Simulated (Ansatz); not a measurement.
H₇NPSbSi (`[SiH3]P[NH][SbH2]`), relaxed with RKS PBE-D4/def2-SVP in Ansatz 0.2.0 from a rough embedded geometry. The force threshold is 0.03 eV/Å; the program also tests the step.

The species carries charge 0 and has multiplicity 1. Sb takes the def2 core potential.

Start:

```xyz
11

Si   -0.012    1.928    0.876
P     1.038    0.136    0.324
N    -0.455   -0.674   -0.304
Sb    0.124   -2.654   -0.710
H    -0.431    2.724   -0.296
H     0.816    2.807    1.780
H    -1.244    1.600    1.637
H     0.947   -0.445    1.606
H    -0.576   -0.245   -1.241
H    -1.307   -2.922   -1.659
H     1.100   -2.254   -2.014
```

(1) By how much does the energy fall, and how many steps does the optimiser take? (An estimate is asked.)

(2) Which bonds change most? (Estimate.)

(3) Give the relaxed structure. (Estimate.)

Results:

(1) Computed: 11.56 kcal/mol, in 20 steps, 2 of them rejected.

(2) Computed: Si1–P2 from 2.149 to 2.281 Å; P2–N3 from 1.811 to 1.735 Å; Sb4–H11 from 1.677 to 1.749 Å; P2–H8 from 1.410 to 1.454 Å.

(3) Ansatz gave: 
```xyz
11

Si   -0.300    1.747    1.083
P     1.312    0.758   -0.192
N     0.335   -0.382   -1.061
Sb   -0.633   -2.048   -0.250
H    -1.057    2.717    0.219
H     0.338    2.495    2.226
H    -1.283    0.744    1.634
H     1.861   -0.014    0.911
H     0.673   -0.513   -2.020
H    -1.689   -2.257   -1.619
H     0.444   -3.247   -0.931
```
